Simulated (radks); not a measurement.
Results of a calculation; reference values are marked as such.
Os+, configuration [Xe] 4f14 5d6 6s1. Code: a radial shooting solver on a logarithmic mesh with Libxc functionals. Model: scalar-relativistic Kohn-Sham, BLYP, spin-polarised, spherical densities, finite nucleus; open shells are filled with parallel spins first (spin-orbit coupling, left out, can overturn this in heavy ions); Fermi nuclear charge, rms radius 5.4126 fm.

Unscreened Slater integrals over Kohn-Sham orbitals (hartree). They are taken over the spin-up orbitals.

integral,value
"F0(6s,6s)",0.32928
"F0(6s,5d)",0.38301
"G2(6s,5d)",0.10476
"F0(6s,5p)",0.40883
"G1(6s,5p)",0.031383
"F0(6s,4f)",0.43250
"G3(6s,4f)",0.012375
"F0(5d,5d)",0.51968
"F2(5d,5d)",0.26547
"F4(5d,5d)",0.17387
"F0(5d,5p)",0.60790
"F2(5d,5p)",0.29041
"G1(5d,5p)",0.34207
"G3(5d,5p)",0.21037
"F0(5d,4f)",0.68077
"F2(5d,4f)",0.15064
"F4(5d,4f)",0.069324
"G1(5d,4f)",0.052657
"G3(5d,4f)",0.047406
"G5(5d,4f)",0.037340
"F0(5p,5p)",0.76775
"F2(5p,5p)",0.41337
"F0(5p,4f)",0.94387
"F2(5p,4f)",0.29629
"G2(5p,4f)",0.12246
"G4(5p,4f)",0.10074
"F0(4f,4f)",1.6475
"F2(4f,4f)",0.80529
"F4(4f,4f)",0.50995
"F6(4f,4f)",0.36825

Derived for the open shells (J is the average intra-shell exchange parameter used in DFT+U). 5d: Racah B = F2/49 - 5 F4/441 = 0.003446 hartree, C = 35 F4/441 = 0.01380 hartree, C/B = 4.00, F4/F2 = 0.655, J = (F2 + F4)/14 = 0.03138 hartree.
